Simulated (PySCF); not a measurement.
Partial charges of In(NH3)Cl3

In(NH3)Cl3.
Geometry (PBE0-D3(BJ)/def2-SVP, Å), atoms numbered from 1 in this order:
```xyz
8
Cl3H3InN angstrom
In     0.0301    0.0029   -1.1624
N     -0.0164    0.0002    1.1379
H     -0.9753    0.0540    1.4847
H      0.5000    0.7964    1.5142
H      0.4058   -0.8520    1.5089
Cl     2.3616   -0.0157   -1.4404
Cl    -1.1466    1.9976   -1.5198
Cl    -1.1593   -1.9833   -1.5231
```

Density: PBE0/pcSseg-1 (def2-TZVP on In) (PySCF); schemes: Mulliken and ESP-fitted. Geometry: PBE0-D3(BJ)/def2-SVP; no solvent, vibrations or thermal averaging. Atoms past krypton carry effective core potentials; spin–orbit coupling is left out.

Problem. What partial charge does each atom carry?

Solution. In e; atoms taken as equivalent share a row and are averaged (×n: the atom named and its like, n in all):

```csv
atom,environment,Mulliken,ESP-fitted
In1,indium bonded to 3 Cl and N,+0.833,+0.680
N2,nitrogen bonded to In and 3 H,-0.474,-0.985
H3/H4/H5,hydrogen on N2,+0.241,+0.410
Cl6/Cl7/Cl8,chlorine bonded to In,-0.360,-0.308
```

Mean size of the charges over all atoms: ESP-fitted 0.477 e, Mulliken 0.389 e. Each set sums to the total charge, 0, to within 0.001 e. The Mulliken scheme counts on each atom the diagonal of the density matrix times the overlap matrix over that atom's basis functions.

Lowest charge. All schemes agree: Mulliken N2 (-0.474); ESP-fitted N2 (-0.985).

Highest charge. All schemes agree: Mulliken In1 (+0.833); ESP-fitted In1 (+0.680).

Problem. Sum the charges by element, for elements with more than one atom.

Solution. 
```csv
element,atoms,Mulliken,ESP-fitted
H,3,+0.722,+1.230
Cl,3,-1.081,-0.924
```

Problem. How many electrons does the Mulliken scheme count on Cl6?

Solution. Its own charge is -0.360 e, so Z − q = 17.360.
